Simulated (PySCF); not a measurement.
Ligand exchange on a metal centre used in film growth or etching (Nb Cl-F). All species are isolated molecules in the gas phase.

The charge on the central atom (Mulliken) from two functionals at the same geometries (PBE-D3(BJ)/def2-SVP), both in PySCF: PBE-D3(BJ)/def2-TZVP and TPSSh-D3(BJ)/def2-TZVP. 

```json
[
 {"species": "0 of 5 Cl replaced by F", "TPSSh-D3(BJ)/def2-TZVP (e)": "1.26"},
 {"species": "1 of 5 Cl replaced by F ([Nb(Cl)4(F)])", "TPSSh-D3(BJ)/def2-TZVP (e)": "1.46"},
 {"species": "2 of 5 Cl replaced by F", "TPSSh-D3(BJ)/def2-TZVP (e)": "1.66"},
 {"species": "3 of 5 Cl replaced by F ([Nb(Cl)2(F)3])", "TPSSh-D3(BJ)/def2-TZVP (e)": "1.78"},
 {"species": "4 of 5 Cl replaced by F ([Nb(Cl)(F)4])", "TPSSh-D3(BJ)/def2-TZVP (e)": "1.89"},
 {"species": "5 of 5 Cl replaced by F ([Nb(F)5])", "TPSSh-D3(BJ)/def2-TZVP (e)": "2.02"}
]
```

### Question
What does PBE-D3(BJ)/def2-TZVP give for each?

### Answer

- 0 of 5 Cl replaced by F: 1.11
- 1 of 5 Cl replaced by F ([Nb(Cl)4(F)]): 1.29
- 2 of 5 Cl replaced by F: 1.47
- 3 of 5 Cl replaced by F ([Nb(Cl)2(F)3]): 1.58
- 4 of 5 Cl replaced by F ([Nb(Cl)(F)4]): 1.68
- 5 of 5 Cl replaced by F ([Nb(F)5]): 1.81
Over these rows, drawn at random from the members with no instability flagged (it was tested for open shells, ions and some series alone), PBE minus TPSSh-D3(BJ): mean -0.19 e, from -0.22 e to -0.15 e.
